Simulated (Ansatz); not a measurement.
**One step, two centres**

1,1-elimination, with the central atom changed down its group and all else kept; in the first member these bonds form or tighten: H–Si; these break or loosen: Al–H, Al–Si.

Gas-phase electronic energies, without zero-point energy, by CCSD(T) at an estimated basis limit (MP2 extrapolated from triple and quadruple zeta, plus CCSD(T) − MP2 in triple zeta); Ansatz 0.2.0, def2-TZVPP and QZVPP, frozen cores, on PBE0-D4/def2-TZVP structures. Extrapolation: Hartree–Fock as exp(−7.88 √X), correlation as X^−2.97. All energies, in kcal/mol, count from the reactant; the end structure is reached by relaxing down from the saddle. Brackets give SMILES, or, where every atom is bracketed, only which atoms are joined. Steps whose reference was doubtful or whose search ended elsewhere are left out.

| reactants | products | saddle | end structure | saddle by PBE-D4/TZ |
| --- | --- | --- | --- | --- |
| CH₇AlSi ([CH3][AlH][SiH3]) | CH₃Al ([CH3][Al]) + SiH₄ | 45.21 | 24.80 | 38.97 |
| CH₇GaSi ([CH3][GaH][SiH3]) | CH₃Ga ([CH3][Ga]) + SiH₄ | ? | 16.09 | 33.52 |

Task: What is the height of the saddle for CH₇GaSi ([CH3][GaH][SiH3])? (To be estimated.)

Result: Computed: 38.12 kcal/mol relative to the reactant, the lower of the two.

Task: How do the PBE-D4 saddles lie against the coupled-cluster estimate?

Result: Both lower, by 4.60 to 6.25 kcal/mol.

Losses and insertions of silylenes and their heavier kin drive the gas-phase chemistry of silicon and germanium vapour deposition.

T1 diagnostic: at most 0.015. The restricted Hartree–Fock reference is unstable towards an unrestricted one at one or more of these structures. The filled d shells of Ga are correlated in sets not built for that, so values that involve them are less sure.

For scale, one of the runs: CCSD(T)/def2-TZVPP, 219 basis functions (an equivalent command: `ansatz run in.yaml --threads 4`). Time: 64 s of wall clock on 4 CPU threads; the host was shared. Peak host memory: 3.1 GiB.
